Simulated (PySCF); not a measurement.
C2H8O2Si. Atoms are numbered in the order given.

```xyz
13

C      2.0811    -0.3669     0.4308
C      0.8321     0.2014    -0.2268
O      0.5170     1.5273     0.2552
Si    -0.7810    -0.7973    -0.0340
O     -1.9933     0.2118    -0.5811
H      1.9247    -0.5377     1.5105
H      2.3574    -1.3351    -0.0178
H      2.9331     0.3230     0.3152
H      1.0222     0.3385    -1.3056
H      0.5094     1.4932     1.2228
H     -0.8194    -2.0607    -0.8194
H     -0.9313    -1.1171     1.4225
H     -1.7306     1.1385    -0.4696
```
Charge 0, spin multiplicity 1.

The structure is a stationary point at B3LYP-D3(BJ)/def2-SVP. The structure was generated by enumeration; whether it is a known compound was not checked. Other conformers were not sampled.

Level of theory: CAM-B3LYP/def2-TZVP in PySCF.

The molecule is in vacuum.

Estimate the frontier levels, gap, dipole moment and polarisability. (An estimate is asked for; the answer gives what the named calculation found.)


```json
{
  "highest_occupied_level": "-8.91 eV",
  "lowest_empty_level": "1.27 eV",
  "orbital_gap": "10.18 eV",
  "dipole_moment": "2.29 D",
  "quadrupole, principal values (traceless, Buckingham form, about the centre of nuclear charge)": "-6.05, -0.13, 6.18 D·Å",
  "mean_static_polarisability": "57.6 bohr³ (8.54 Å³)",
  "polarisability_principal_values": "53.3, 57.3, 62.4 bohr³"
}
```
